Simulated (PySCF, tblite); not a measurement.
Isomers of C5H4F3P. Computed values, GFN2-xTB/tblite, gas phase, harmonic and unscaled. Against measured fundamentals such values can be off by several per cent, at times by over 20. Modes of hydrogen on phosphorus can be 10 to 20 % off. One conformer each.

Electronic energies: PBE0/pcSseg-1 single points on the GFN2-xTB geometries (PySCF, gas phase).

```json
{"SMILES": "C#CP(C)C(F)=C(F)F", "electronic energy, lowest = 0 (kJ/mol)": "280.6"}
{"SMILES": "FC(F)(F)p1cccc1", "electronic energy, lowest = 0 (kJ/mol)": "30.9"}
{"SMILES": "C=CP1C=C1C(F)(F)F", "electronic energy, lowest = 0 (kJ/mol)": "182.8"}
{"SMILES": "FC(F)(F)c1ccc[pH]1", "electronic energy, lowest = 0 (kJ/mol)": "0.0"}
```

Question: How do GFN2-xTB zero-point energies change the relative energies?

Answer: 
```
            SMILES  ZPE (kJ/mol)  of it from modes above 1550 cm⁻¹  electronic (kJ/mol)  with ZPE, lowest = 0 (kJ/mol)  lowest mode (cm⁻¹)  rings
FC(F)(F)c1ccc[pH]1         199.7                              78.9                  0.0                            0.0                  7i      1
   FC(F)(F)p1cccc1         204.2                              83.8                 30.9                           35.4                  45      1
 C=CP1C=C1C(F)(F)F         196.9                              94.3                182.8                          180.0                  13      1
 C#CP(C)C(F)=C(F)F         194.6                              97.8                280.6                          275.5                  21      0
```

The zero-point energies span 9.6 kJ/mol, from `C#CP(C)C(F)=C(F)F` to `FC(F)(F)p1cccc1`. Slightly imaginary modes are left out of the zero-point energy: `FC(F)(F)c1ccc[pH]1` 7.1i cm⁻¹. The order is unchanged.

Question: And how do the electronic energies of GFN2-xTB itself compare?

Answer: `FC(F)(F)c1ccc[pH]1` 0.0; `FC(F)(F)p1cccc1` 30.7; `C=CP1C=C1C(F)(F)F` 218.9; `C#CP(C)C(F)=C(F)F` 218.4 kJ/mol, lowest = 0. Against the energies above, taken from the same isomer `FC(F)(F)c1ccc[pH]1`, the largest difference is 62.2 kJ/mol.
